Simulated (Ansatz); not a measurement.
Cost and result for the atomization energy of `[SnH3][CH]1O[SiH2]1` (10 atoms, 10 bonds).

Z-matrix (Å, degrees):
```
Sn
C 1 2.141
H 1 1.707 2 108.2
H 1 1.707 2 110.2 3 -120.0
H 1 1.709 2 109.1 3 119.5
O 2 1.490 1 114.0 3 54.9
Si 2 1.805 1 124.4 3 -13.7
H 2 1.091 1 115.0 3 -174.6
H 7 1.479 2 121.7 1 -0.9
H 7 1.479 2 122.2 1 -160.7
```

Total charge 0; spin multiplicity 1. Correlated methods include outer-core shells of Sn, which these sets cover unevenly. Sn takes the def2 core potential. Geometry: relaxed with PBE0-D4/def2-TZVP. Program: Ansatz. All runs use 4 threads of an Arm Neoverse V1 on a shared host. Times are those of one run each, without the atoms' runs, and a repeat can differ threefold. Electronic energies, without spin–orbit coupling; frozen cores. CCSD(T)/CBS adds CCSD(T) − MP2 in def2-TZVPP to the MP2 limit, and its time is that of the two runs behind it. T1 = 0.015. With those shells the extrapolation isn't a true limit.

CCSD(T)/CBS is a level of theory with its own doubt, some kJ/mol a heavy atom from the limit and from the frozen cores, so smaller differences don't rank the functionals.

```csv
level,functions,wall time,atomization (kJ/mol),difference from CCSD(T)/CBS,per bond
LDA (SPW92)/def2-TZVPP,238,1.2 s,3506.5,436.4,43.6
PBE-D4/def2-TZVPP (with forces),238,2.4 s,3075.0,4.9,0.5
PBE0-D4/def2-TZVPP,238,2.5 s,3021.0,-49.1,-4.9
BHLYP-D4/def2-TZVPP,238,2.9 s,2947.6,-122.5,-12.2
CAM-B3LYP-D4/def2-TZVPP,238,3.3 s,3055.6,-14.5,-1.4
r2SCANh-D4/def2-TZVPP,238,4.8 s,3030.9,-39.2,-3.9
CCSD(T)/def2-SVP,102,4.9 s,2818.9,-251.2,-25.1
PBE-QIDH/def2-TZVPP,238,5.5 s,3007.7,-62.4,-6.2
ωB97X-V/def2-TZVPP,238,8 s,3078.9,8.8,0.9
ωB97M-V/def2-TZVPP (with forces),238,11 s,3055.2,-14.9,-1.5
MP2/def2-QZVPP,446,17 s,3045.3,-24.8,-2.5
CCSD(T)/def2-TZVPP,238,2.4 min,2981.9,-88.2,-8.8
CCSD(T)/CBS(def2),–,2.7 min,3070.1,0.0,0.0
```

Leaving LDA and LC-ωPBE aside and taking each functional with its dispersion term where it has one, the values, not all of them listed here, spread over 143.2 kJ/mol, from BHLYP-D4 to B97M-V. LDA lies +453.6 kJ/mol from PBE without D4, its usual overbinding. In def2-TZVPP, CCSD(T) changes the Hartree–Fock value by +867.8 kJ/mol (the triples alone add +52.4 kJ/mol) and MP2 by +877.9 kJ/mol; breaking electron pairs costs correlation energy, which Hartree–Fock lacks. From BLYP to BHLYP (50 % exact exchange), in def2-TZVPP and without D4, the atomization energy moves by −61.2 kJ/mol: exact exchange takes away binding that semilocal exchange gives to molecules.

Spin–orbit coupling would lower the free Sn atoms strongly, and the atomization energy with them, by more than many differences here. For some Ge, Se and Sn compounds the MP2-based and the directly extrapolated limit differ by 10 to 25 kJ/mol.
